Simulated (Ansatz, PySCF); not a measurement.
Sb(Cl)(SiH3)2 (ClH₆SbSi₂), SMILES [SiH3][Sb]([SiH3])[Cl].

Coordinates come from a B3LYP-D3(BJ)/def2-SVP optimisation. The def2 effective core potentials stand for the cores of Sb; spin–orbit coupling is left out.

Vertical ionisation energy (IE) and electron affinity (EA) in eV. Rows of orbital energies are one-electron estimates. Where ΔSCF, EOM or ADC give a negative EA the extra electron is unbound and the value depends on the basis.

| level | IE | EA |
|---|---|---|
| −ε(HOMO), −ε(LUMO), PBE0/def2-TZVP (PySCF) | 7.22 | 2.15 |
| −ε(HOMO), −ε(LUMO), PBE/def2-TZVP (PySCF) | 6.22 | 2.92 |
| ΔSCF, CAM-B3LYP/def2-SVPD (Ansatz), final states of multiplicity 2 and 2 | ___ | ___ |
| ΔSCF, PBE/def2-SVPD (Ansatz), final states of multiplicity 2 and 2 | 8.78 | 0.67 |

Task: What belongs in the gaps? (An estimate is asked for; the answer gives what the named calculation found.)

Result: 
- ΔSCF, CAM-B3LYP/def2-SVPD (Ansatz, an electronic-structure program), final states of multiplicity 2 and 2, IE: 9.08
- ΔSCF, CAM-B3LYP/def2-SVPD (Ansatz), final states of multiplicity 2 and 2, EA: 0.62

Task: What vertical singlet–triplet gap does ΔSCF give with CAM-B3LYP/def2-SVPD (Ansatz) and with PBE/def2-SVPD (Ansatz)? (An estimate is asked for; the answer gives what the named calculation found.)

Result: 3.29 and 3.04 eV (triplet above singlet where positive).
